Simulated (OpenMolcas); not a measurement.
A ladder of methods for C2H5BO (SMILES B1CCO1)

C2H5BO has 9 atoms, charge 0, and is taken as a singlet. As SMILES, `B1CCO1`. The coordinates come from a PBE0-D4/def2-TZVP relaxation.

```csv
atom,x (Å),y (Å),z (Å)
B,-0.4026,0.3017,-1.0820
C,0.5060,0.6170,0.1710
C,-0.0986,-0.7196,0.6177
O,-0.8848,-0.8785,-0.5962
H,-0.6970,0.7728,-2.1395
H,0.2363,1.4790,0.7822
H,1.5862,0.6141,0.0210
H,-0.7576,-0.6813,1.4872
H,0.6006,-1.5515,0.7215
```

Each level gives the vertical ionisation energy (to the doublet cation) (eV). The values are calculated.

```tsv
level	kind	program	value (eV)	CPU time (all runs)
BLYP/def2-SVP	GGA	OpenMolcas	10.33	91 s
PBE/def2-SVP	GGA	OpenMolcas	10.46	85 s
M06-L/def2-SVP	meta-GGA	OpenMolcas	10.64	2.3 min
TPSS/def2-SVP	meta-GGA	OpenMolcas	10.49	2.1 min
r2SCAN/def2-SVP	meta-GGA	OpenMolcas	10.58	2.2 min
BHLYP/def2-SVP	global hybrid	OpenMolcas	10.90	83 s
M06-2X/def2-SVP	hybrid meta-GGA	OpenMolcas	10.94	2 min
PBE0/def2-SVP	global hybrid	OpenMolcas	10.76	85 s
```

The values span 10.33 to 10.94 eV. CPU times are rough (shared hosts, several kinds of processor): they show what a rung costs within a factor of a few.
